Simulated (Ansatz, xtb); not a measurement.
Relative energy of two isomers of C6H7ClO

Structure a is `C=C(O)[C@@H]1CC=C1Cl`, a singlet and structure b is `CC(=O)C1=C(Cl)CC1`, a singlet. Both are isolated molecules in the gas phase, relaxed with B3LYP-D3(BJ)/def2-SVP, each in the lowest conformer that the search found.

a (Å):

```xyz
15

C     0.8635    1.9852    1.5240
C     0.3894    1.5848    0.3371
C    -0.2490    0.2458    0.0707
C     0.1273   -0.9930    0.9588
C     0.6209   -1.6649   -0.3152
C     0.3223   -0.5939   -1.0606
Cl    0.4678   -0.2090   -2.7445
O     0.3867    2.4374   -0.7264
H     0.8137    1.3367    2.3970
H     1.2809    2.9874    1.6364
H     0.2759    1.9410   -1.5501
H    -1.3424    0.3790   -0.0295
H    -0.7324   -1.4748    1.4514
H     0.9099   -0.7847    1.7025
H     1.0437   -2.6466   -0.5297
```

b (Å):

| atom | x (Å) | y (Å) | z (Å) |
| --- | --- | --- | --- |
| C | -0.7430 | 2.0776 | -1.0170 |
| C | 0.3993 | 1.0849 | -1.0541 |
| C | 0.5561 | 0.1810 | 0.0983 |
| C | -0.0653 | -0.0435 | 1.2794 |
| C | 0.8470 | -1.1555 | 1.7289 |
| C | 1.5818 | -0.9098 | 0.3622 |
| Cl | -1.4277 | 0.6564 | 2.0642 |
| O | 1.1772 | 1.0121 | -1.9883 |
| H | -0.7350 | 2.6764 | -1.9368 |
| H | -1.7062 | 1.5522 | -0.9156 |
| H | -0.6524 | 2.7348 | -0.1371 |
| H | 0.3644 | -2.1394 | 1.8399 |
| H | 1.4379 | -0.9378 | 2.6326 |
| H | 2.6198 | -0.5558 | 0.4536 |
| H | 1.5463 | -1.7569 | -0.3393 |

Question: Which of the two would you expect CCSD(T)/def2-SVP + ΔMP2/def2-TZVPP electronic energies to favour?

Answer: Structure b; the calculation gives E(b) − E(a) = −0.746 eV.

How the difference moves with the method:

| level | geometry | E(b) − E(a) (eV) | departure from the last row (eV) | job, with rough time for the two |
| --- | --- | --- | --- | --- |
| GFN2-xTB | GFN2-xTB | −0.715 | +0.031 | optimisation, 0.3 s |
| HF/STO-3G | GFN2-xTB | −1.193 | −0.447 | single point, 1.1 s |
| r2SCAN-D4/def2-SVP | GFN2-xTB | −0.944 | −0.197 | single point, 6.6 s |
| B3LYP-D3(BJ)/def2-SVP | B3LYP-D3(BJ)/def2-SVP | −0.885 | −0.139 | optimisation, 2 min |
| HF/def2-SVP | B3LYP-D3(BJ)/def2-SVP | −0.961 | −0.214 | part of the CCSD(T) run |
| MP2/def2-SVP | B3LYP-D3(BJ)/def2-SVP | −0.943 | −0.197 | part of the CCSD(T) run |
| CCSD(T)/def2-SVP | B3LYP-D3(BJ)/def2-SVP | −0.898 | −0.152 | single point |
| CCSD(T)/def2-SVP + ΔMP2/def2-TZVPP | B3LYP-D3(BJ)/def2-SVP | −0.746 |  | single point, 3 min |

As drawn, b has 1 C–C, 1 C=O, 1 C–H in place of 1 C=C, 1 C–O, 1 O–H.

The levels shown agree on the order. The largest departure from CCSD(T)/def2-SVP + ΔMP2/def2-TZVPP is that of HF/STO-3G, 0.447 eV. The last row adds to CCSD(T) the change of the MP2 difference between the two basis sets, here +0.152 eV, a large step that makes the value less sure.

With thermal terms from frequencies at re-optimised GFN2-xTB minima (ideal gas, soft modes damped towards free rotors, one conformer each, 298.15 K, 1 atm): on the last row, ΔE + ΔZPE = −0.729, ΔH = −0.720, ΔG = −0.750 eV.

The correlated steps freeze 12 core orbitals. Mirror images aren't counted in ΔG. Run with Ansatz 0.2.0, xtb 6.7.1; the last row on 2 threads of Intel(R) Xeon(R) Processor @ 2.70GHz on a shared host.
